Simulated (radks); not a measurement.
Q: The table gives one normalised radial function P(r) = r R(r) of As4+ in [Ar] 3d10 4s1 (r in bohr). Method: non-relativistic Kohn-Sham, HCTH/407, spin-polarised, spherical densities, point nucleus; open shells are filled with parallel spins first; computed with a radial shooting solver on a logarithmic mesh with Libxc functionals.

| r | P |
|---|---|
| 0.002911 | 0.0032 |
| 0.003791 | 0.0054 |
| 0.004897 | 0.0088 |
| 0.006326 | 0.0143 |
| 0.008237 | 0.0236 |
| 0.01064 | 0.0378 |
| 0.01385 | 0.0608 |
| 0.0179 | 0.0949 |
| 0.0233 | 0.1471 |
| 0.0301 | 0.2194 |
| 0.0392 | 0.3200 |
| 0.05063 | 0.4413 |
| 0.06541 | 0.5740 |
| 0.08517 | 0.6917 |
| 0.11 | 0.7351 |
| 0.1433 | 0.6366 |
| 0.1851 | 0.3462 |
| 0.241 | -0.1508 |
| 0.3113 | -0.7209 |
| 0.4053 | -1.2008 |
| 0.5236 | -1.3770 |
| 0.6763 | -1.2201 |
| 0.8806 | -0.8371 |
| 1.138 | -0.4479 |
| 1.481 | -0.1726 |
| 1.913 | -0.0473 |
| 2.491 | -0.0075 |
| 3.218 | -0.0007 |
| 4.191 | 0.0000 |
| 5.413 | 0.0000 |

Which n and l does it have? It may be an empty orbital.

A: n = 3, l = 1: the number of nodes gives n - l - 1 = 1, the rise at small r (about r^(l+1)) gives l, and the extent must fit the shell. The curve is that of 3p up; the table hardly tells the two spins apart. 3p up: eigenvalue -183.82 eV, 1 radial node at r = 0.224 bohr, <r> = 0.619 bohr, 90 % of the charge inside 0.948 bohr.
